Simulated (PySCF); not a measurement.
Ionisation energy along the 18-electron series

Calculated with PySCF 2.14 and a two-component X2C-1e Hamiltonian (Gaussian nucleus, no Breit or QED terms), each ion in its own even-tempered basis scaled to its charge; GMP2 freezes 1s2 and drops the highest virtual spinors. Values in eV. NIST values: (m) measured, (s) semi-empirical, (t) theoretical.

| ion | configuration | GHF (spin-free) | GMP2 (spin-free) | GHF (screened spin-orbit) | GMP2 (screened spin-orbit) | NIST |
| --- | --- | --- | --- | --- | --- | --- |
| Ho(49+) | [Ar] | 4537.6 | 4538.5 | 4471.8 | 4472.7 | 4469 ± 4 (t) |
| Tm(51+) | [Ar] | 4890.0 | 4891.0 | 4814.9 | 4815.8 | 4812 ± 4 (t) |

Q: Fill in the row of Er(50+).

A: configuration: [Ar]; GHF (spin-free): 4712.0; GMP2 (spin-free): 4713.0; GHF (screened spin-orbit): 4641.7; GMP2 (screened spin-orbit): 4642.6; NIST: 4639 ± 4 (t).
